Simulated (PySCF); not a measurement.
Q: Give a GFN2-xTB geometry of `O[SiH2]O/C=C/F`.

A: 
Z-matrix in Å and degrees, rows numbered from 1:
```
O 
Si  1  1.6208
O   2  1.6410  1  113.63
C   3  1.3409  2  131.11  1    60.28
C   4  1.3242  3  121.60  2  -178.61
F   5  1.3474  4  120.44  3   179.57
H   1  0.9542  2  123.73  3    56.60
H   2  1.4511  1  114.26  3  -110.47
H   2  1.4523  1  100.31  3   120.34
H   4  1.0830  3  117.80  2     0.99
H   5  1.0777  4  126.31  3    -0.45
```

Si2 (oxygen-bound silicon) is distorted tetrahedral (angles from 97.3° to 119.6°). The O–Si distances run from 1.621 Å (O1–Si2, drawn single) to 1.641 Å (Si2–O3, drawn single), a spread of 0.020 Å. O1 (silanol oxygen) is bent (angle 123.7°).

The geometry is computed with GFN2-xTB (gas phase).

Point group: C1 (no symmetry element, even within 0.4 Å). No GFN2-xTB frequencies stand behind this structure, so it isn't proved a minimum. One conformer, not necessarily the lowest (H–O1–Si2–O3 57°, O1–Si2–O3–C4 60°, Si2–O3–C4–C5 -179°).
